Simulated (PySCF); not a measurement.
## What settings do to a single point of [OsO3(H2O)2]2+

The sound run of [OsO3(H2O)2]2+ (singlet) uses PySCF 2.14.0, RKS BP86, Os def2-SVP with ECP60, O def2-SVP, H def2-SVP; non-relativistic Hamiltonian with scalar-relativistic core potentials where named; density fitting; no spin-orbit coupling, grid (50, 194), threshold 1e-8 Eh and 55 cycles, at the relaxed geometry:

```xyz
10

Os    0.0284    0.0000    0.0334
O    -0.7723    0.0000    1.5426
O    -0.9502    0.0000   -1.3767
O     1.7460    0.0000    0.0241
O     0.1031    2.0649   -0.0793
H     0.8375    2.6136    0.3119
H    -0.6728    2.6381   -0.3309
O     0.1031   -2.0649   -0.0793
H    -0.6728   -2.6381   -0.3309
H     0.8375   -2.6136    0.3119
```

There Os1 has a Mulliken charge of 1.28 e and the dipole about the centre of mass is 0.23 D. Each run below changes one thing and starts from free metal ions and neutral atoms unless it says otherwise; with 55 cycles, smearing, a level shift and second-order steps follow where DIIS fails, and their cycles count. Energy shifts count from the sound run.

```csv
change,outcome,cycles,energy shift (eV),largest force component (eV/Å),charge on Os1 (e),dipole about the centre of mass (D)
threshold 1e-05,converged,12,0.0000,0.01,1.28,0.23
"grid (30, 86)",converged,14,-0.0088,0.31,1.28,0.23
start from a density of up to 30 smeared cycles (not counted),converged,10,0.0000,0.01,1.28,0.23
"charge changed by -3, spin kept, limit 56 cycles",refused,–,–,–,–,–
```

How does the run with this change end: H10 put 0.5 Å from Os1, limit 90 cycles?

outcome converged, cycles 19, energy shift (eV) 142.49, largest force component (eV/Å) 711.69, charge on Os1 (e) 1.23, dipole about the centre of mass (D) 4.06.

Unsound on purpose, so not properties of the compound: H10 put 0.5 Å from Os1, limit 90 cycles.

Forces carry noise of the integration grid, about 0.01 to 0.03 eV/Å.
